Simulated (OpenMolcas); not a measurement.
## Exact exchange and the vertical ionisation energy of InPH6

InPH6: 8 atoms, total charge 0, spin state singlet. SMILES: `[PH3+][InH3-]`. The shape is that of a PBE0-D4/def2-TZVP optimisation.

The vertical ionisation energy (to the doublet cation) y, in eV, basis def2-SVP with a core potential; a is the functional's share of exact exchange. Programs: OpenMolcas 26.06.

| functional | program | a | y (eV) |
| --- | --- | --- | --- |
| PBE | OpenMolcas | 0 | 9.41 |
| r2SCAN | OpenMolcas | 0 | 9.54 |
| B3LYP | OpenMolcas | 0.2 | ? |
| PBE0 | OpenMolcas | 0.25 | 9.64 |
| BHLYP | OpenMolcas | 0.5 | 9.76 |

Question: Fit y = c + s·a to the known rows and predict B3LYP.

Answer: 
1. Means of the 4 rows: a = 0.1875, y = 9.588.
2. Σ(Δa)² = 0.17188, Σ(Δa·Δy) = 0.099375, so the slope is 0.099375/0.17188 = 0.57816.
3. Intercept: 9.588 − (0.57816) × 0.1875 = 9.480. The largest residual of the fit is 0.070.
4. B3LYP: 9.480 + (0.57816) × 0.2 = 9.60 eV.

The run gave 9.68 eV, so the prediction is off by -0.08 eV, about the largest residual. The rows mix families of semi-local functionals, which the line can't see. Spin-orbit coupling is left out.
